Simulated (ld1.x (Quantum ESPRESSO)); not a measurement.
B (Z = 5), TM: configuration errors across variants

```json
{
 "Element": "boron",
 "Generator": "ld1.x (Quantum ESPRESSO) 7.5",
 "Type": "norm-conserving Troullier–Martins (Kleinman–Bylander form)",
 "Functional": "PBE",
 "Relativity": "scalar-relativistic",
 "Frozen core": "[He]",
 "Valence charge": "3",
 "Reference configuration": "2s2 2p1",
 "Partial waves": "2s (bound): rc 1.35 bohr; 2p (bound): rc 3.10 bohr",
 "Local potential": "all-electron potential smoothed inside 1.40 bohr (lloc = -1)",
 "Core correction": "a·sin(br)/r model core inside 1.00 bohr"
}
```

All-electron excitation energies from the reference (eV): (1) 2s2 2p0 8.220; (2) 2s1 2p0 33.642; (3) 2s2 2p0.5 2.887; (4) 2s0 2p3 11.721; (5) 2s1 2p1 14.361; (6) 2s2 2p1.3 -0.738; (7) 2s1 2p2 5.851.

Errors AE − PS in meV (a dash: test not solved or not reliable):

```tsv
change	(1)	(2)	(3)	(4)	(5)	(6)	(7)	bound ghosts
base	+95	+298	+13	-81	-54	+1.1	-20	none
wave 2s (bound): rc 1.35 bohr becomes 2s (bound): rc 0.94 bohr	+99	+300	+14	-72	-54	+1.2	-18	none
wave 2s (bound): rc 1.35 bohr becomes 2s (bound): rc 1.08 bohr	+96	+298	+13	-81	-55	+1.1	-20	none
wave 2s (bound): rc 1.35 bohr becomes 2s (bound): rc 1.30 bohr	+95	+298	+13	-81	-54	+1.1	-20	none
wave 2s (bound): rc 1.35 bohr becomes 2s (bound): rc 1.48 bohr	+96	+298	+13	-82	-55	+1.2	-21	none
wave 2s (bound): rc 1.35 bohr becomes 2s (bound): rc 1.68 bohr	+98	+300	+14	-85	-57	+1.2	-21	none
wave 2s (bound): rc 1.35 bohr becomes 2s (bound): rc 1.98 bohr	+105	+304	+15	-91	-64	+1.3	-23	none
```

Q: Give the same row for: wave 2s (bound): rc 1.35 bohr becomes 2s (bound): rc 1.86 bohr.

A: +101, +303, +14, -88, -60, +1.2, -22; bound ghosts: none.
